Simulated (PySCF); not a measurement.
**Structure elucidation problem**

An unknown has the formula C2H10OSi2. Its calculated NMR data are:

$^{1}$H NMR (600 MHz, computed): δ 5.27 (q, 4H), 0.28 (t, 6H).

$^{13}$C{$^{1}$H} NMR (computed): δ 0.7 (CH3, 2C).

PySCF 2.14.0 with density-fitted response routines calculation with geometry: PBE0-D3(BJ)/def2-TZVP and NMR shieldings at PBE0/pcSseg-2/GIAO; non-relativistic Hamiltonian, one conformer, fast rotation and ring inversion assumed for equivalent nuclei, gas phase.

Chemical shifts δ = σref − σ; TMS for $^{1}$H (σ = 31.52 ppm), $^{13}$C (σ = 186.03 ppm), all at this level.

Problem. Deduce the structure.

Solution. 
- The formula gives 0 degrees of unsaturation.
- 1 carbon signal for 2 carbons: some carbons are equivalent by symmetry or fast rotation.
- Carbon types of the structure: 2 × CH3, leaving 4 H on heteroatoms.
- δC 0.7: methyl carbon bonded to Si; an electropositive neighbour leaves it electron-rich and shielded.
- δH 5.27: hydrogen on a silicon bonded to C, O.
- δH 0.28: hydrogen on a methyl carbon bonded to Si; an electropositive neighbour shields it, as in TMS itself.

The compound is SMILES C[SiH2]O[SiH2]C.

The shifts were computed for this structure.

Shifts are as computed. Against solution values, carbons near 30 ppm lie about +3 ppm off and those near 130 ppm about +9 ppm. Of 1211 compounds with measured shifts, 218 miss one by over three times the rms of a fit or turn the order of signals round; such compounds aren't used in these exercises. Multiplicities follow the n + 1 count of equivalent neighbours, as no J values were calculated; m marks all less simple cases, F and P coupling included.
